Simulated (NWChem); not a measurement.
System meant: C2H8Si; SMILES C[SiH2]C

The following NWChem deck was run.

```
start job
memory heap 200 mb stack 900 mb global 1100 mb
geometry units angstroms noautosym nocenter noautoz
  Si     0.000000     0.000000    -0.540246
  C     -1.561918     0.000000     0.527383
  C      1.561918     0.000000     0.527383
  H      0.000000     1.216211    -1.434006
  H      0.000000    -1.216211    -1.434006
  H     -1.594924    -0.897027     1.179000
  H     -2.475766     0.000000    -0.100344
  H     -1.594924     0.897027     1.179000
  H      2.475766     0.000000    -0.100344
  H      1.594924    -0.897027     1.179000
  H      1.594924     0.897027     1.179000
end
basis spherical
  Si library def2-svp
  C library def2-svp
  H library def2-svp
end
dft
  xc m06-2x
  iterations 150
end
property
  shielding 5 1 2 4 6 7
end
task dft property
```

End of the output:

```
 Vector   20  Occ=0.000000D+00  E= 1.240155D-01
              MO Center=  1.3D-08, -9.0D-09, -3.9D-01, r^2= 4.5D+00
   Bfn.  Coefficient  Atom+Function         Bfn.  Coefficient  Atom+Function
  ----- ------------  ---------------      ----- ------------  ---------------
    12      1.585715   1 Si py               48     -1.142169   4 H  s
    53      1.142169   5 H  s                58      0.366005   6 H  s
    68     -0.366005   8 H  s                78      0.366005  10 H  s
    83     -0.366005  11 H  s                 9      0.244122   1 Si py
    15      0.144631   1 Si d -1              6     -0.142954   1 Si py

 center of mass
 --------------
 x =   0.00000000 y =   0.00000000 z =  -0.02508667

 moments of inertia (a.u.)
 ------------------
         110.075606190877           0.000000000000           0.000000000000
           0.000000000000         377.670867143146           0.000000000000
           0.000000000000           0.000000000000         312.057175155748

     Multipole analysis of the density
     ---------------------------------

     L   x y z        total         alpha         beta         nuclear
     -   - - -        -----         -----         ----         -------
     0   0 0 0     -0.000000    -17.000000    -17.000000     34.000000

     1   1 0 0     -0.000000     -0.000000     -0.000000      0.000000
     1   0 1 0     -0.000000     -0.000000     -0.000000      0.000000
     1   0 0 1      0.285894     -0.246764     -0.246764      0.779421

     2   2 0 0    -21.387562   -103.021897   -103.021897    184.656232
     2   1 1 0      0.000000      0.000000      0.000000      0.000000
     2   1 0 1      0.000000      0.000000      0.000000     -0.000000
     2   0 2 0    -22.100662    -22.079506    -22.079506     22.058351
     2   0 1 1     -0.000000     -0.000000     -0.000000      0.000000
     2   0 0 2    -22.442945    -41.784002    -41.784002     61.125060

          -----------------------------------------
          Chemical Shielding Tensors (GIAO, in ppm)
          -----------------------------------------

 ------------------------------------------------------------------------
  xm06: d2 not coded                    0
 ------------------------------------------------------------------------
 ------------------------------------------------------------------------
  current input line :
    28: task dft property
 ------------------------------------------------------------------------
 ------------------------------------------------------------------------
 This error has not yet been assigned to a category
 ------------------------------------------------------------------------
 For more information see the NWChem manual at https://nwchemgit.github.io

0: xm06: d2 not coded:Received an Error in Communication
```

**Question.** Can this run be used? If not, why, and what is the fix?

**Answer.** The run crashed. Cause: this functional's second derivatives, which shieldings need, aren't coded here; the fix takes a hybrid GGA instead. This input runs:
```
start job
memory heap 200 mb stack 900 mb global 1100 mb
geometry units angstroms noautosym nocenter noautoz
  Si     0.000000     0.000000    -0.540246
  C     -1.561918     0.000000     0.527383
  C      1.561918     0.000000     0.527383
  H      0.000000     1.216211    -1.434006
  H      0.000000    -1.216211    -1.434006
  H     -1.594924    -0.897027     1.179000
  H     -2.475766     0.000000    -0.100344
  H     -1.594924     0.897027     1.179000
  H      2.475766     0.000000    -0.100344
  H      1.594924    -0.897027     1.179000
  H      1.594924     0.897027     1.179000
end
basis spherical
  * library def2-svp
end
dft
  xc pbe0
  iterations 150
end
property
  shielding 5 1 2 4 6 7
end
task dft property
```
It converges to -370.15429 Ha (PBE0/def2-SVP, GIAO).
